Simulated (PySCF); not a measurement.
## Al3P3H12

Al3P3H12 is a small molecule, neutral, singlet. The structure was relaxed in the gas phase by PBE0-D3(BJ)/def2-SVP. No frequency run checks that it is a minimum.

SMILES: [AlH2-]1[PH2+][AlH2-][PH2+][AlH2-][PH2+]1

```xyz
18

P    -0.120   -1.032    1.730
Al    1.810    0.450    1.729
P     1.767    1.031   -0.642
Al    0.525   -0.291   -2.263
P    -1.657    0.260   -1.342
Al   -2.334   -0.481    0.884
H     0.275   -2.260    1.139
H    -0.293   -1.479    3.066
H     3.123   -0.419    1.959
H     1.418    1.736    2.581
H     3.108    1.150   -1.091
H     1.369    2.385   -0.790
H     0.792   -1.818   -1.886
H     0.688    0.313   -3.726
H    -2.651   -0.149   -2.268
H    -1.829    1.665   -1.447
H    -3.154   -1.831    0.684
H    -2.855    0.777    1.707
```
Atom numbers follow the order of the file, from 1.

Shieldings: GIAO PBE0/pcSseg-1. Shifts are against computed references at the same level: H TMS (σ 31.27 ppm). Core levels by delta-SCF with SCAN, pcX-2 on the ionised atom and pcseg-1 elsewhere, spin-free X2C (2p3/2 is the spin-free 2p value less a third of a first-order spin-orbit splitting); from the vacuum level, for chosen atoms.

(1) Give the NMR and core-level values of the distinct atoms.

(2) By CAM-B3LYP/def2-SVPD (TDDFT singlets, Tamm-Dancoff triplets, ionisation by delta-SCF), where does absorption start, and what does vertical ionisation take?

Answers

(1) 
| atoms | bonded to | σ (ppm) | δ (ppm) | core level (eV) |
| --- | --- | --- | --- | --- |
| P1 | 2 Al + 2 H | 564.7 | - | 2p3/2 136.56 |
| Al2 Al6 | 2 P + 2 H | 444.7 | - | 2p3/2 79.59 |
| P3 P5 | 2 Al + 2 H | 565.3 | - | 2p3/2 136.70 |
| Al4 | 2 P + 2 H | 450.9 | - | 2p3/2 79.66 |
| H7 | 1 P | 28.49 | 2.78 | - |
| H8 | 1 P | 28.84 | 2.43 | - |
| H9 H17 | 1 Al | 26.83 | 4.44 | - |
| H10 H18 | 1 Al | 26.93 | 4.34 | - |
| H11 H15 | 1 P | 28.66 | 2.61 | - |
| H12 H16 | 1 P | 28.96 | 2.30 | - |
| H13 | 1 Al | 27.08 | 4.18 | - |
| H14 | 1 Al | 26.93 | 4.33 | - |

Values are those of this one static structure; atoms that internal rotation interchanges would show their mean in an NMR spectrum.

(2) The first singlet with intensity lies at 6.33 eV (f 0.002); what lies below it is dark. The lowest singlet lies at 5.99 eV (f 0.000), the strongest of the first 6 at 6.55 eV (f 0.002), the lowest triplet at 5.61 eV; vertical ionisation takes 9.64 eV.

The 3 runs behind this took 8.3 min in all, one thread each of Intel Xeon Platinum 8259CL on a shared host, launched as `OMP_NUM_THREADS=1 python cluster_run.py task.json out`.
